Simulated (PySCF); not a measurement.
Compound: C5H6F2O.
Atom-mapped SMILES: `[CH2:1]=[C:2]([F:3])/[C:4]([F:5])=[CH:6]\[O:7][CH3:8]` (hydrogens: H9, H10 on C1; H11 on C6; H12, H13, H14 on C8)

Geometry (GFN2-xTB, Å), atoms numbered from 1 in this order:
```
atom  x, y, z in Å
C1    -3.0191   -0.2303   -0.1265
C2    -1.6974   -0.3388   -0.2062
F3    -1.1471   -1.3775   -0.8682
C4    -0.7293    0.5762    0.3660
F5    -1.2808    1.6264    1.0311
C6     0.6109    0.5292    0.3289
O7     1.3017   -0.4433   -0.2866
C8     2.7060   -0.3322   -0.2286
H9    -3.6608   -0.9600   -0.5834
H10   -3.4667    0.5916    0.3980
H11    1.1681    1.3181    0.8236
H12    3.0980   -1.1954   -0.7620
H13    3.0634   -0.3501    0.8061
H14    3.0523    0.5855   -0.7144
```

Method: PySCF, TDDFT CAM-B3LYP/def2-SVPD, vertical, gas phase, core orbitals frozen in the response.

Ground-to-excited transition dipoles (e·a0, same axes as the geometry; the sign carries no meaning), for the states with f of 0.002 or more among the lowest 8:

```
state  E (hartree)      μx      μy      μz
   S1       0.1925  -2.331  -0.158  -0.084
   S2       0.2221   0.003  -0.099   0.159
   S4       0.2533   0.007   0.237  -0.373
   S5       0.2543  -0.510  -0.070  -0.048
   S7       0.2782  -0.002   0.169  -0.268
   S8       0.2836   0.000   0.058  -0.091
```

Question: Work out the oscillator strengths.

Answer: f = (2/3) ΔE |μ|² with ΔE in hartree (27.2114 eV).

| state | \|μ\|² (au) | \|μ\| (D) | f |
| --- | --- | --- | --- |
| S1 | 5.468 | 5.94 | 0.702 |
| S2 | 0.035 | 0.48 | 0.005 |
| S4 | 0.195 | 1.12 | 0.033 |
| S5 | 0.268 | 1.32 | 0.045 |
| S7 | 0.100 | 0.80 | 0.019 |
| S8 | 0.012 | 0.28 | 0.002 |

Question: What is the point group, and which symmetry does each of these states have?

Answer: Cs. Polarised normal to the mirror plane, so A″: S2, S4, S7 and S8. Polarised in the mirror plane, so A′: S1 and S5.

Question: Which bond between heavy atoms lies closest to the direction of the S1 transition dipole?

Answer: O7–C8, at 1° from it; next C4–C6 at 7°.

Question: What angle do the transition dipoles of S5 and S7 make?

Answer: |cos θ| = |μa·μb| / (|μa| |μb|) = 0.01, so θ ≈ 89° (taken between 0 and 90°, since the signs are arbitrary).

Question: What peak molar absorption coefficient would the strongest computed level give as a lone Gaussian band 0.4 eV wide at half height?

Answer: ε(max) = 2.175×10⁸ f / FWHM, with the width in cm⁻¹. S1: 2.175×10⁸ × 0.7015 / 3226 ≈ 47000 L mol⁻¹ cm⁻¹.

One conformer stands for the species.
